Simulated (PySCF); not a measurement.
## Nuclear quadrupole coupling in 1,2-dichloro-1,1,2,2-tetrafluoroethane

Compound: 1,2-dichloro-1,1,2,2-tetrafluoroethane, C₂Cl₂F₄.
Structure used (PBE0-D3(BJ)/def2-SVP), in Å, numbered top down from 1:
```xyz
8
C2Cl2F4 angstrom
F      0.6788   -0.8855    1.3350
C     -0.3039   -0.4202    0.5761
F     -1.0103   -1.4512    0.1219
Cl    -1.3428    0.6450    1.5132
C      0.3036    0.3139   -0.6522
F     -0.6800    0.7605   -1.4215
F      1.0114   -0.5737   -1.3441
Cl     1.3416    1.6440   -0.1579
```

Field gradients from the PBE0/pcSseg-1 density (PySCF, non-relativistic), principal values in atomic units, ordered |Vxx| ≤ |Vyy| ≤ |Vzz|:

| atom | Vxx | Vyy | Vzz |
| --- | --- | --- | --- |
| Cl4 | -2.0494 | -2.1042 | 4.1535 |
| Cl8 | -2.0485 | -2.1044 | 4.1529 |

**Question.** Find the asymmetry η = (Vxx − Vyy)/Vzz and the couplings χ = eQV/h (234.96 MHz × Q in barn × V in au), with Q(35Cl) = −0.0817 b.

**Answer.** 
```csv
atom,environment,nucleus,η,χzz (MHz),χxx (MHz),χyy (MHz)
Cl4,chlorine on a fluorinated carbon,35Cl,0.01,-79.73,39.34,40.39
Cl8,chlorine on a fluorinated carbon,35Cl,0.01,-79.72,39.32,40.40
```

The gradient is axial or nearly so (η below 0.05) at Cl4 and Cl8. 

**Question.** What is Vzz at Cl4 in SI units (1 au = 9.71736 × 10²¹ V/m²)?

**Answer.** 4.1535 au = 40.361 × 10²¹ V/m².

**Question.** And the gradient at the other heavy atoms, for which no coupling is worked out here?

**Answer.** 
| atom | environment | Vzz (au) | η |
| --- | --- | --- | --- |
| F1 | fluorine of a CF2 group | 3.014 | 0.02 |
| C2 | CF2 carbon | -0.328 | 0.42 |
| F3 | fluorine of a CF2 group | 3.019 | 0.02 |
| C5 | CF2 carbon | -0.328 | 0.42 |
| F6 | fluorine of a CF2 group | 3.015 | 0.02 |
| F7 | fluorine of a CF2 group | 3.018 | 0.02 |

Isolated species at its PBE0-D3(BJ)/def2-SVP geometry (one conformer only). The small basis limits the accuracy of the gradients.
